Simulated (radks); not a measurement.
Results of a calculation; reference values are marked as such.
Spin polarisation of the 4f4 shell in the promethium ion Pm3+. Start: [Xe] 4f(up 2, down 2); electrons of 4f are moved from spin down to spin up, other shells keep equal spins. Code: a radial shooting solver on a logarithmic mesh with Libxc functionals. Model: scalar-relativistic Kohn-Sham, SCAN, spin-polarised, spherical densities, finite nucleus; meta-GGA in the generalised Kohn-Sham scheme; Fermi nuclear charge, rms radius of each element as measured or else 0.836 A^(1/3) + 0.57 fm.

| moment (Bohr magnetons) | E - E(0) (eV) | e(4f up) (eV) | e(4f down) (eV) | 5p down minus up (eV) | 5s down minus up (eV) |
|---|---|---|---|---|---|
| 0 | 0.000 | -31.091 | -31.091 | 0.000 | 0.000 |
| 1 | -0.266 | -31.592 | -30.547 | 0.337 | 0.439 |
| 2 | -1.047 | -32.049 | -29.961 | 0.677 | 0.882 |
| 3 | -2.350 | -32.457 | -29.335 | 1.020 | 1.328 |

At moment 3 the spin-polarisation energy is -2.350 eV and the 4f exchange splitting 3.122 eV, that is 1.041 eV per Bohr magneton; E = -I m^2/4 would give I = 1.044 eV.
